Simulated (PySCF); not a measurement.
H₂AlCl₃GeO₃, SMILES [OH][Al]([OH])[O][Ge]([Cl])([Cl])[Cl] (PBE0/def2-SVP optimised geometry):

```
10

Ge    -0.204    -2.319     0.000
Cl    -0.880    -3.342     1.764
Cl    -0.916    -3.370    -1.707
Cl     1.925    -2.319     0.000
O     -0.801    -0.707     0.000
Al    -1.644     0.413     1.003
O     -2.187    -0.036     2.536
O     -1.925     1.977     0.442
H     -2.069    -0.919     2.892
H     -1.647     2.319    -0.408
```

Calculation: PBE0/def2-TZVP run with PySCF.

**Question.** What are the frontier orbital energies and the dipole moment?

**Answer.** HOMO-2 -9.57 eV, HOMO-1 -9.53 eV, HOMO -9.36 eV, LUMO -1.90 eV, LUMO+1 -0.71 eV; dipole moment 0.99 D.

On the same geometry PBE/def2-TZVP (PySCF 2.14.0) gives HOMO-2 -7.94 eV, HOMO-1 -7.93 eV, HOMO -7.65 eV, LUMO -2.87 eV, LUMO+1 -1.59 eV; dipole moment 0.94 D.

Meta-Löwdin charges at PBE0/def2-TZVP: Ge1 1.13, Cl2 -0.28, Cl3 -0.25, Cl4 -0.26, O5 -0.82, Al6 1.33, O7 -0.78, O8 -0.78, H9 0.36, H10 0.36.
